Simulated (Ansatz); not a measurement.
Stepwise reaction of `[BH2][Al]([CH3])[CH3]` with ammonia, as a gas-phase model of exchange steps in deposition or etching. ΔE in kJ/mol; ΔG adds harmonic PBE0-D4 terms to CCSD(T)/CBS, at 1 bar.

Calculated with Ansatz (gas phase, PBE0-D4/def2-TZVP geometries, no zero-point term in ΔE). CBS: MP2 limit from def2 TZ/QZ plus the TZ coupled-cluster correction, frozen cores. This one scheme is used for every species. Functionals use def2-TZVPP. B3LYP here is the variant with VWN-RPA as its local correlation; programs differ in this. Each species was taken in one conformer, which may not be the lowest.

```
step                                                       reaction  PBE-D4  B3LYP-D4  ωB97M-V  CCSD(T)/CBS  ΔG(400 K)
   1  `[BH2][Al]([CH3])[CH3]` + NH₃ → `[BH2][Al]([CH3])[NH2]` + CH₄   -96.7    -106.3   -103.0       -104.2      -93.0
```

Q: Give the row of step 2, `[BH2][Al]([CH3])[NH2]` + NH₃ → `[BH2][Al]([NH2])[NH2]` + CH₄. (Best estimate.)

A: Ansatz gave: 
| step | reaction | PBE-D4 | B3LYP-D4 | ωB97M-V | CCSD(T)/CBS | ΔG(400 K) |
| --- | --- | --- | --- | --- | --- | --- |
| 2 | `[BH2][Al]([CH3])[NH2]` + NH₃ → `[BH2][Al]([NH2])[NH2]` + CH₄ | -86.1 | -94.9 | -90.8 | -92.7 | -83.5 |

Q: By hand: ΔE of the 2 steps together at CCSD(T)/CBS.

A: (-104.2) + (-92.7) = -196.9 kJ/mol, or -98.5 kJ/mol a step.

In ΔE each step is higher than the one before. All are downhill at CCSD(T)/CBS. ΔG lies between -93.0 and -83.5 kJ/mol a step. PBE-D4 differs from CCSD(T)/CBS by 6.6 to 7.5 kJ/mol a step. Isolated molecules leave out the surface, adducts and barriers. Largest T1 diagnostic: 0.011.
